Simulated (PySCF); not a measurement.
**Orbital picture of IrCl**

PBE0 at R = 2.172 Å; Ir def2-TZVPP with ECP60, Cl def2-TZVPP; scalar-relativistic core potentials (PySCF 2.14). State: triplet, unpaired electrons π ↑, δ ↑, a mixture of terms (⟨Lz²⟩ = 4.5). Only the outer orbitals are listed, counted within each symmetry, core potentials removing the inner ones.

```json
{"spin": "α", "orbital": "7σ", "occ.": "1", "ε (eV)": "-11.57", "on Ir (%)": "33", "main shells (%)": "63 Cl p, 27 Ir d"}
{"spin": "α", "orbital": "3π", "occ.": "1", "ε (eV)": "-10.59", "on Ir (%)": "48", "main shells (%)": "51 Cl p, 48 Ir d"}
{"spin": "α", "orbital": "3π", "occ.": "1", "ε (eV)": "-10.22", "on Ir (%)": "41", "main shells (%)": "58 Cl p, 40 Ir d"}
{"spin": "α", "orbital": "1δ", "occ.": "1", "ε (eV)": "-8.74", "on Ir (%)": "99", "main shells (%)": "96 Ir d"}
{"spin": "α", "orbital": "1δ", "occ.": "1", "ε (eV)": "-7.92", "on Ir (%)": "100", "main shells (%)": "100 Ir d"}
{"spin": "α", "orbital": "4π", "occ.": "1", "ε (eV)": "-7.86", "on Ir (%)": "53", "main shells (%)": "51 Ir d, 46 Cl p"}
{"spin": "α", "orbital": "8σ", "occ.": "1", "ε (eV)": "-7.49", "on Ir (%)": "93", "main shells (%)": "50 Ir d, 42 Ir s"}
{"spin": "α", "orbital": "4π", "occ.": "1", "ε (eV)": "-7.36", "on Ir (%)": "61", "main shells (%)": "58 Ir d, 39 Cl p"}
{"spin": "α", "orbital": "9σ", "occ.": "0", "ε (eV)": "-3.41", "on Ir (%)": "81", "main shells (%)": "44 Ir s, 20 Ir p, 19 Cl p"}
{"spin": "α", "orbital": "5π", "occ.": "0", "ε (eV)": "-0.14", "on Ir (%)": "99", "main shells (%)": "98 Ir p"}
{"spin": "α", "orbital": "5π", "occ.": "0", "ε (eV)": "-0.03", "on Ir (%)": "99", "main shells (%)": "98 Ir p"}
{"spin": "β", "orbital": "7σ", "occ.": "1", "ε (eV)": "-11.37", "on Ir (%)": "27", "main shells (%)": "69 Cl p, 21 Ir d"}
{"spin": "β", "orbital": "3π", "occ.": "1", "ε (eV)": "-9.94", "on Ir (%)": "29", "main shells (%)": "70 Cl p, 28 Ir d"}
{"spin": "β", "orbital": "3π", "occ.": "1", "ε (eV)": "-9.44", "on Ir (%)": "15", "main shells (%)": "84 Cl p, 14 Ir d"}
{"spin": "β", "orbital": "1δ", "occ.": "1", "ε (eV)": "-7.20", "on Ir (%)": "100", "main shells (%)": "100 Ir d"}
{"spin": "β", "orbital": "8σ", "occ.": "1", "ε (eV)": "-6.79", "on Ir (%)": "92", "main shells (%)": "59 Ir d, 33 Ir s"}
{"spin": "β", "orbital": "4π", "occ.": "1", "ε (eV)": "-6.73", "on Ir (%)": "72", "main shells (%)": "70 Ir d, 28 Cl p"}
{"spin": "β", "orbital": "4π", "occ.": "0", "ε (eV)": "-3.46", "on Ir (%)": "86", "main shells (%)": "84 Ir d, 13 Cl p"}
{"spin": "β", "orbital": "1δ", "occ.": "0", "ε (eV)": "-3.37", "on Ir (%)": "99", "main shells (%)": "67 Ir d, 28 Ir s"}
{"spin": "β", "orbital": "9σ", "occ.": "0", "ε (eV)": "-2.79", "on Ir (%)": "86", "main shells (%)": "42 Ir d, 26 Ir s, 17 Ir p"}
```

**Question.** Which are the highest filled and the lowest empty level, where do they sit, and how wide is the gap?

**Answer.** Highest filled β 4π at -6.73 eV (in %: 70 Ir d, 28 Cl p); lowest empty β 4π at -3.46 eV (in %: 84 Ir d, 13 Cl p); the gap at PBE0 is 3.27 eV. Both belong to one degenerate shell, split only by its one-sided filling, so this is no excitation gap.

| Quantity | Value |
| --- | --- |
| bond order (Mayer) | 1.33 |
| ⟨S²⟩ | 2.009 |
| charge on Ir (Mulliken, basis-dependent) | 0.27 |
| charge on Ir (Löwdin, basis-dependent) | -0.07 |
| dipole moment (positive dipole means Ir(−)Cl(+)) | -3.08 D |
| polarisability along the bond | 62.2 bohr³ |
| polarisability across the bond | 44.5 bohr³ |

Spin–orbit coupling is left out. The state is the lowest single determinant that the PBE0 search found; with open d or f shells the true ground state can be another one.
